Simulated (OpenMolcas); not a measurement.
## Ti+: from RASSCF to RASPT2

```json
{"Program": "OpenMolcas 26.06", "Basis": "ANO-RCC-VTZP [6s5p3d2f1g]", "Scalar Hamiltonian": "DKH2, point nucleus", "Active space": "3 electrons in 9 orbitals (RAS2 3d 4s; RAS3 4p, at most 2 electrons)", "State averaging": "2S+1 = 4 even, 20 roots; 2S+1 = 2 even, 70 roots kept (CI in the orbitals of an earlier block); 2S+1 = 4 odd, 45 roots; 2S+1 = 2 odd, 77 roots kept (CI in the orbitals of an earlier block)", "Spin-orbit coupling": "state interaction with AMFI integrals over the reference wave functions, term energies averaged over their components"}
```

Methods on the same reference wave functions:
A. RASSCF
B. SS-RASPT2, IPEA 0.25 Eh, imaginary shift 0.1 Eh (closed shells correlated: 3s 3p)
C. MS-RASPT2, IPEA 0.25 Eh, imaginary shift 0.1 Eh (closed shells correlated: 3s 3p)

Energies in cm-1 above 3d2 4s 4F 3/2, the measured ground level; measured values from NIST Handbook of Basic Atomic Spectroscopic Data.

| Level | A | B | C | Measured |
| --- | --- | --- | --- | --- |
| 3d2 4s 4F 3/2 | 0.0 | 0.0 | 0.0 | 0.0 |
| 3d2 4s 4F 5/2 | 89.2 | 89.1 | 89.1 | 94.1 |
| 3d2 4s 4F 7/2 | 214 | 214 | 214 | 226 |
| 3d2 4s 4F 9/2 | 375 | 375 | 375 | 393 |
| 3d3 4F 3/2 | 3739 | 2620 | 2620 | 908 |
| 3d3 4F 5/2 | 3830 | 2710 | 2710 | 984 |
| 3d3 4F 7/2 | 3955 | 2840 | 2840 | 1087 |
| 3d3 4F 9/2 | 4114 | 3000 | 3000 | 1216 |
| 3d2 4s 2F 5/2 | 6758 | 4550 | 4550 | 4629 |
| 3d2 4s 2F 7/2 | 7008 | 4800 | 4800 | 4898 |
| 3d2 4s 2D 5/2 | 11231 | 8670 | 8660 | 8744 |
| 3d2 4s 2D 3/2 | 11240 | 8650 | 8640 | 8710 |
| 3d2 4s 4P 1/2 | 11740 | 10550 | 10540 | 9873 |
| 3d2 4s 4P 3/2 | 11802 | 10610 | 10600 | 9931 |
| 3d2 4s 4P 5/2 | 11919 | 10710 | 10700 | 10025 |
| 3d3 2G 7/2 | 14696 | 9860 | 9850 | 8998 |
| 3d3 2G 9/2 | 14805 | 9970 | 9960 | 9118 |
| 3d2 4s 2P 1/2 | 14819 | 9670 | 9600 |  |
| 3d2 4s 2P 3/2 | 14904 | 9770 | 9710 |  |
| 3d3 4P 1/2 | 15449 | 11280 | 11290 | 9364 |
| 3d3 4P 3/2 | 15522 | 11340 | 11340 | 9396 |
| 3d3 4P 5/2 | 15576 | 11410 | 11430 | 9518 |
| 3d2 4s 2G 7/2 | 18543 | 15170 | 15170 | 15266 |
| 3d2 4s 2G 9/2 | 18571 | 15220 | 15240 | 15257 |

Deviations, from unrounded energies. A percentage is the sum of absolute deviations over the sum of measured energies, with the sign that they share, or ± where signs differ.

```tsv
Against measurement	Levels	A	B	C
mean absolute deviation (cm-1)	21	3000	810	810
fine structure of the ground term (%)	3	-4.9	-4.8	-4.8
other terms of the ground configuration (%)	9	+24.6	±2.9	±2.8
other configurations (%)	9	+81.2	+28.5	+28.6
```

B, C lie about equally close to measurement and A furthest from it. The largest miss of C in the table is 3d3 4P 3/2, by +1900 cm-1. The ranking rests on the paired levels alone, and a cruder setting can come out closer through cancelling errors.

Between B and C the level of the table that moves most is 3d2 4s 2P 1/2, by 63 cm-1 (lowest in C, highest in B). Moves below CASPT2's spread within the term are not significant.

The two smallest mean deviations differ by little beside CASPT2's spread within terms, so their order carries little weight.

From A to B the spin-free energies of the other terms of 3d2 4s shown, above 4F, scale by factors of 0.65 to 0.90.

The lowest spin-free term lies below A's lowest term by 0.340 hartree in B, 0.340 hartree in C.

CASPT2 breaks the degeneracy within a term, and the mean is taken; among the terms shown or strongly mixed into the levels shown the widest spread is 1900 cm-1 (3d2 4s 4F, C). Over all roots computed the reference weight is 0.86 to 0.94 in B, 0.86 to 0.94 in C; the roots of lowest weight are the least certain, and an intruder state may touch them. Terms from blocks run as CI alone lack orbitals of their own. Configurations are named by rounded mean occupations; where the s occupation lies near a half they are strongly mixed, a name can repeat and a true partner stay unpaired. A single d shell beside an s shell can misplace configurations of different d count against each other. Without dynamic correlation excited terms often stand tens of per cent too high (terms of higher spin than the ground term too low), and those without a measured partner can miss by more than the paired ones (holds for A). Some levels mix across a computed gap that differs much from the measured one, so their mixing is not that of the real levels (holds for A). The CASPT2 spread within a term exceeds the gap to the next term for 3d2 4s 2P and 3d3 2G, so the order of their levels is uncertain (holds for B; C). Blocks of more than 70 roots (2S+1 = 2 odd) ran without multistate coupling (holds for C). Computed and measured levels are paired by configuration, term and J; levels that our copy of the source lacks, or whose pairing is in doubt (as where it misses far off the trend of its configuration), stay unpaired and out of the deviations. Levels of configurations outside the active space are missing. The table leaves out levels that lie high or whose names do not pair safely across all columns.
